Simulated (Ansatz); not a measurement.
Consider the ligand exchange at a Ge–C bond: `[GeH3][c]1ccccc1` + `[SiH3]S` → `[SiH3][S][GeH3]` + `c1ccccc1`.

Program: Ansatz. Geometries: PBE0-D4/def2-TZVP. ΔE: electronic, gas phase. CCSD(T)/CBS adds triple-zeta CCSD(T) − MP2 to the extrapolated MP2 energy (def2 sets, frozen cores). DFT in def2-TZVPP. B3LYP here is the variant with VWN-RPA as its local correlation; programs differ in this. For Ge outer-core shells are correlated without core-valence functions, which leaves a few kJ/mol of doubt a bond. Scalar relativity is left out up to krypton.

`[GeH3][c]1ccccc1`:

Z-matrix (Å, degrees):
```
Ge
C 1 1.945
H 1 1.540 2 110.8
H 1 1.538 2 109.6 3 -119.7
H 1 1.538 2 109.6 3 119.7
C 2 1.393 1 120.7 3 -89.9
C 2 1.393 1 120.7 3 89.3
C 6 1.387 2 120.8 1 179.0
H 6 1.086 2 120.1 1 -1.3
C 7 1.387 2 120.8 1 -179.0
H 7 1.086 2 120.1 1 1.3
C 8 1.387 6 120.0 2 0.1
H 8 1.084 6 119.9 2 179.9
H 10 1.084 7 119.9 2 -179.9
H 12 1.084 8 120.1 6 179.9
```

`[SiH3]S`:

```xyz
6

Si   -0.479    0.100    0.198
S     1.198   -1.092   -0.380
H    -0.109    1.102    1.229
H    -1.456   -0.864    0.756
H    -1.073    0.808   -0.965
H     1.919   -0.055   -0.839
```

`[SiH3][S][GeH3]`:

Z-matrix (Å, degrees):
```
Si
S 1 2.131
H 1 1.483 2 106.5
H 1 1.487 2 111.1 3 119.7
H 1 1.487 2 111.1 3 -119.7
Ge 2 2.227 1 98.2 3 -179.6
H 6 1.533 2 105.6 1 179.6
H 6 1.536 2 109.6 1 60.0
H 6 1.536 2 109.7 1 -60.8
```

`c1ccccc1`:

Z-matrix (Å, degrees):
```
C
C 1 1.387
C 1 1.388 2 120.0
H 1 1.084 2 120.0 3 -180.0
C 2 1.387 1 120.0 3 -0.0
H 2 1.084 1 120.0 3 180.0
C 3 1.387 1 120.0 2 0.0
H 3 1.084 1 120.0 2 180.0
C 5 1.388 2 120.0 1 0.0
H 5 1.084 2 120.0 1 180.0
H 7 1.084 3 120.0 1 180.0
H 9 1.084 5 120.0 2 180.0
```

| level | ΔE (kJ/mol) | difference from CCSD(T)/CBS |
| --- | --- | --- |
| B3LYP-D4 | -68.3 | -3.5 |
| r2SCANh-D4 | -71.3 | -6.5 |
| ωB97X-V | -67.5 | -2.7 |
| PBE-QIDH | -68.5 | -3.7 |
| BLYP | -68.2 | -3.4 |
| r2SCANh | -72.1 | -7.3 |
| LC-ωPBE | -67.7 | -2.9 |
| HF/def2-SVP | -72.5 | -7.7 |
| CCSD(T)/def2-SVP | -59.9 | 4.9 |
| HF/def2-TZVPP | -75.3 | -10.5 |
| MP2/def2-TZVPP | -60.7 | 4.1 |
| CCSD(T)/def2-TZVPP | -60.7 | 4.1 |
| SCS-MP2/def2-QZVPP | -63.7 | 1.1 |
| HF/CBS(def2) | -76.1 | -11.3 |
| MP2/CBS(def2) | -64.8 | 0.0 |
| CCSD/CBS(def2) | -66.2 | -1.4 |
| CCSD(T)/CBS | -64.8 | 0 |

Largest T1 diagnostic among the species: 0.011.

At CCSD(T), def2-SVP lies +4.9 kJ/mol from the extrapolated value and def2-TZVPP +4.1 kJ/mol. From BLYP to BHLYP (50 % exact exchange), in def2-TZVPP and without D4, ΔE moves by −4.1 kJ/mol.
